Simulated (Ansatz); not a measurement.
Relaxation of CH3BO2 (7 atoms, charge 0, multiplicity 1), to a largest force component of 0.015 eV/Å in at most 40 steps.

All numbers below come from RKS LDA/def2-SVP (Ansatz 0.2.0).

```xyz
7
Properties=species:S:1:pos:R:3:forces:R:3
O -0.126 -2.017 0.720 0.02 1.90 -1.77
C -0.092 -1.075 -0.112 0.22 -2.60 2.63
B 0.211 0.383 0.342 -0.50 1.60 3.53
O 0.298 0.751 1.765 2.25 -1.37 -3.30
H -0.242 -1.289 -1.181 -0.23 -0.26 -0.97
H 0.240 1.275 -0.463 0.19 0.41 -0.42
H 1.314 0.644 1.902 -1.94 0.32 0.30
```

Task: Where does it end, and by what steps?

Result: The forces met the threshold. After 12 steps the energy has fallen by 1.542 eV; H7 moved furthest, 1.01 Å.

```
step  energy less start (eV)  largest force component (eV/Å)  accepted
   0                  0.0000                           3.530       yes
   1                 -0.2650                           2.198       yes
   2                 -0.4771                           0.733       yes
   3                 -0.6864                           1.029       yes
   4                 -0.9717                           2.032       yes
   5                 -1.2379                           2.317       yes
   6                 -1.4273                           1.316       yes
   7                 -1.4964                           0.524       yes
   8                 -1.5144                           0.901       yes
   9                 -1.5376                           0.245       yes
  10                 -1.5403                           0.338       yes
  11                 -1.5417                           0.030       yes
  12                 -1.5418                           0.009       yes
```

```xyz
7
Properties=species:S:1:pos:R:3
O 0.251 -1.682 0.943
C 0.013 -0.973 -0.025
B 0.244 0.607 0.234
O 0.656 0.788 1.484
H -0.336 -1.453 -0.987
H 0.089 1.535 -0.537
H 0.686 -0.149 1.860
```

Whether the end is a true minimum wasn't checked by a vibrational analysis.

The run took 15 s on 1 thread of Arm Neoverse V2 (shared host), peak memory 0.13 GiB.
